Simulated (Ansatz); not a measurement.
`C[Se][GeH3]` + `CO[SiH3]` → `CO[SiH2][Se]C` + GeH₄  (formal exchange of groups at the Se–Ge bond)

Program: Ansatz. Geometries: PBE0-D4/def2-TZVP. ΔE: electronic, gas phase. CBS: MP2 limit from def2 TZ/QZ plus the TZ coupled-cluster correction, frozen cores. Functionals use def2-TZVPP. For Ge, Se outer-core shells are correlated without core-valence functions, which leaves a few kJ/mol of doubt a bond. Scalar relativity is left out up to krypton. Each species was taken in one conformer, which may not be the lowest.

`C[Se][GeH3]`:

```xyz
9

C    -0.271   -0.956    1.292
Se    0.185   -1.332   -0.573
Ge    0.272    0.900   -1.287
H     0.516   -0.372    1.766
H    -0.353   -1.922    1.788
H    -1.225   -0.435    1.353
H     0.629    0.873   -2.778
H     1.341    1.668   -0.490
H    -1.093    1.577   -1.072
```

`CO[SiH3]`:

Cartesian coordinates in Å:
```
C 1.306 -0.341 0.177
O -0.010 -0.432 0.670
Si -1.283 0.278 -0.085
H 1.390 -0.774 -0.827
H 1.963 -0.896 0.849
H 1.649 0.699 0.137
H -2.483 -0.044 0.722
H -1.437 -0.243 -1.473
H -1.096 1.754 -0.169
```

`CO[SiH2][Se]C`:

Cartesian coordinates in Å:
```
C -1.065 1.330 1.008
O -0.884 0.089 1.650
Si 0.123 -1.075 1.085
Se -0.264 -1.717 -1.055
C 0.853 -0.373 -1.943
H -1.731 1.937 1.622
H -1.520 1.199 0.021
H -0.115 1.866 0.892
H 1.530 -0.584 1.117
H -0.097 -2.246 1.959
H 1.036 -0.739 -2.952
H 1.799 -0.271 -1.416
H 0.336 0.583 -1.988
```

GeH₄:

Z-matrix (Å, degrees):
```
Ge
H 1 1.534
H 1 1.534 2 109.5
H 1 1.534 2 109.5 3 -120.0
H 1 1.534 2 109.5 3 120.0
```

```tsv
species	r2SCAN energy (Eh)
`C[Se][GeH3]`	-4520.25364
`CO[SiH3]`	-406.41389
`CO[SiH2][Se]C`	-2847.29970
GeH₄	-2079.37462
```

Task: Work out ΔE.

Result: ΔE = (-2847.29970) + (-2079.37462) − (-4520.25364) − (-406.41389) = -0.00679 Eh = -4.3 kcal/mol. CCSD(T)/CBS gives -4.2 kcal/mol.

Largest T1 diagnostic among the species: 0.012.

The D4 term adds −1.4 kcal/mol with B3LYP and −0.9 kcal/mol with PBE0; it sums over pairs of atoms, weighted by their polarisabilities, and B3LYP, whose exchange is more repulsive, gets the larger term. In def2-TZVPP, CCSD(T) changes the Hartree–Fock value by −3.1 kcal/mol (the triples alone add −0.5 kcal/mol) and MP2 by −3.1 kcal/mol.

B3LYP here is the variant with VWN-RPA as its local correlation; programs differ in this.
